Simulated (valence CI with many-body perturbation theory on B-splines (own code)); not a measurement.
Nb XXVIII: electric-dipole lines

Calculated by relativistic CI+MBPT: four valence electrons over a frozen Dirac-Fock core [Ne], radial functions for each j: 11 s, 11 p, 9 d, 7 f, 5 g, 2 h, 1 i, with the one-electron correlation potential Σ1, the two-electron term Σ2, the three-electron term Σ3, Breit, model QED; selected CI, second order for the rest (own B-spline code, finite nucleus).

The last digits are not significant, and no measured levels were compared; by estimate large intervals hold to a few tenths of a per cent, small ones and those within an open d or f shell to about a per cent.

Lines 101 to 150 of 231 in falling wavelength, among levels below 1975600 cm⁻¹, chosen from the strongest by gf and those to the six lowest levels. Wavelengths and rates use the calculated energies. Electric multipoles are in the length gauge, E1 and E2 with the static RPA response of the core. Weak lines are less certain than strong ones. Lines between different terms over intervals too small for the method are left out, as are lines whose strength nearly cancels. Where a level lies close to another of its J and parity, the split of strength between their lines is uncertain. The highest levels of a list are the least certain.

Names give the largest LS component (configuration and term), which can be under half, so a name can repeat, a term be missing and a line seem to break the LS rules; names also repeat where a configuration has a term twice. Letters in brackets count levels of one name in rising energy.

```
λ vac (Å)              Upper          Lower   A (s⁻¹)  S (a.u.)
    114.7       3p⁴ ³P_2 [b]    3s3p³ ³D°_3  2.53e+10  9.40e-02
    114.6       3s3p²3d ⁵D_3    3s3p³ ³D°_3  1.19e+10  6.17e-02
    114.5   3s3p²3d ³F_3 [b]  3s²3p3d ³F°_3  4.90e+10  2.54e-01
    114.5   3s3p²3d ³D_2 [c]  3s²3p3d ³F°_3  4.98e+10  1.85e-01
    114.4   3s3p²3d ³F_2 [a]    3s3p³ ³D°_1  9.28e+09  3.43e-02
    114.2        3s3p³ ¹P°_1    3s²3p² ³P_2  4.91e+10  1.08e-01
    113.8        3s3p³ ³S°_1    3s²3p² ¹D_2  9.84e+10  2.15e-01
    113.5   3s3p²3d ³D_2 [a]  3s²3p3d ³F°_2  7.68e+09  2.77e-02
    112.9       3s3p²3d ⁵P_3    3s3p³ ³D°_2  7.85e+09  3.90e-02
    112.6      3s²3p3d ³F°_3    3s²3p² ¹D_2  1.54e+10  7.62e-02
    112.4   3s3p²3d ⁵F_3 [a]    3s3p³ ⁵S°_2  7.93e+09  3.89e-02
    111.5        3s3p³ ³P°_2    3s²3p² ¹D_2  6.11e+08  2.09e-03
    111.5   3s3p²3d ³D_2 [d]    3s3p³ ³P°_2  3.69e+09  1.26e-02
    111.0   3s3p²3d ³D_2 [b]  3s²3p3d ³F°_2  7.21e+09  2.43e-02
    110.6      3s²3p3d ³D°_2    3s²3p² ³P_2  7.82e+09  2.61e-02
    110.4   3s3p²3d ³D_3 [b]  3s²3p3d ³F°_2  4.18e+09  1.95e-02
    110.4   3s3p²3d ³D_2 [d]  3s²3p3d ³F°_3  4.63e+10  1.54e-01
    109.6        3s3p³ ³S°_1    3s²3p² ³P_1  2.89e+10  5.63e-02
    109.5       3s3p²3d ¹P_1    3s3p³ ³S°_1  1.15e+10  2.23e-02
    109.3   3s3p²3d ³D_2 [d]    3s3p³ ³S°_1  2.69e+10  8.65e-02
    109.2      3s²3p3d ³D°_3    3s²3p² ³P_2  1.47e+10  6.61e-02
    108.9   3s3p²3d ³F_2 [b]  3s²3p3d ³F°_2  4.89e+10  1.56e-01
    108.7       3p⁴ ³P_2 [b]    3s3p³ ³D°_2  3.38e+10  1.07e-01
    108.5       3s3p²3d ³P_2    3s3p³ ³D°_3  2.54e+10  8.02e-02
    107.7   3s3p²3d ³F_4 [a]    3s3p³ ³D°_3  6.53e+09  3.63e-02
    107.7   3s3p²3d ³D_2 [c]  3s²3p3d ³F°_2  1.92e+10  5.91e-02
    107.5   3s3p²3d ³D_1 [b]    3s3p³ ³P°_0  6.85e+09  1.26e-02
    107.5        3s3p³ ³P°_2    3s²3p² ³P_1  1.58e+10  4.83e-02
    107.0   3s3p²3d ³F_3 [a]  3s²3p3d ¹D°_2  2.51e+10  1.06e-01
    106.3   3s3p²3d ³D_1 [b]  3s²3p3d ¹D°_2  6.87e+10  1.22e-01
    106.1      3s²3p3d ³P°_1    3s²3p² ³P_2  8.56e+10  1.51e-01
    106.0       3s3p²3d ⁵D_1    3s3p³ ⁵S°_2  1.99e+09  3.52e-03
    105.7   3s3p²3d ³D_1 [c]    3s3p³ ³P°_1  7.60e+09  1.33e-02
    105.4      3s²3p3d ³D°_1    3s²3p² ¹D_2  1.04e+10  1.80e-02
    104.9  3s²3p3d ³P°_2 [a]    3s²3p² ¹D_2  4.65e+10  1.33e-01
    104.9        3s3p³ ³P°_1    3s²3p² ³P_0  8.17e+09  1.40e-02
    104.8       3s3p²3d ⁵D_2    3s3p³ ⁵S°_2  6.65e+09  1.89e-02
    104.5   3s3p²3d ³D_2 [b]    3s3p³ ³P°_1  8.03e+10  2.26e-01
    104.3       3s3p²3d ¹P_1  3s²3p3d ³F°_2  5.63e+10  9.46e-02
    104.3       3p⁴ ³P_2 [b]    3s3p³ ³D°_1  3.17e+10  8.88e-02
    104.1   3s3p²3d ³D_2 [d]  3s²3p3d ³F°_2  7.55e+09  2.10e-02
    103.9       3s3p²3d ³P_1    3s3p³ ³P°_1  4.20e+10  6.96e-02
    103.9  3s²3p3d ³P°_2 [b]    3s²3p² ³P_2  1.36e+11  3.76e-01
    103.8   3s3p²3d ⁵F_3 [b]    3s3p³ ⁵S°_2  9.34e+09  3.61e-02
    103.8   3s3p²3d ³D_1 [c]    3s3p³ ³P°_0  2.75e+10  4.54e-02
    103.7   3s3p²3d ³D_2 [a]  3s²3p3d ¹D°_2  4.46e+09  1.23e-02
    103.2       3p⁴ ³P_0 [b]    3s3p³ ³P°_1  1.02e+11  5.54e-02
    103.2       3s3p²3d ³P_2    3s3p³ ³D°_2  1.95e+10  5.28e-02
    102.2      3s²3p3d ¹P°_1    3s²3p² ¹S_0  1.39e+11  2.20e-01
    102.2   3s3p²3d ³D_3 [a]    3s3p³ ³D°_3  2.24e+10  8.27e-02
```
